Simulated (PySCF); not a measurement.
Be(Br)(NH2) (BeBrH2N), SMILES [Be]([Br])[NH2].

Geometry optimised at PBE0-D3(BJ)/def2-TZVP. One conformer was computed; it need not be the lowest.

The numbers are results of PBE0-D3(BJ)/def2-TZVP in PySCF 2.14.0, not measurements.

Frequencies are harmonic and unscaled.

```csv
mode,ν (cm⁻¹),IR (km/mol),moving atoms (share of kinetic energy)
1,209,9.2,"Be 67 %, H 28 %"
2,258,4.5,"Be 78 %, H 14 %"
3,366,197.5,"H 72 %, N 23 %"
4,421,9.7,"N 54 %, Br 23 %, Be 15 %, H 8 %"
5,673,71.1,"H 66 %, N 17 %, Be 17 %"
6,1287,327.3,"Be 75 %, N 17 %"
7,1570,112.2,"H 87 %, N 12 %"
8,3622,49.3,H 96 %
9,3705,35.6,"H 92 %, N 8 %"
```
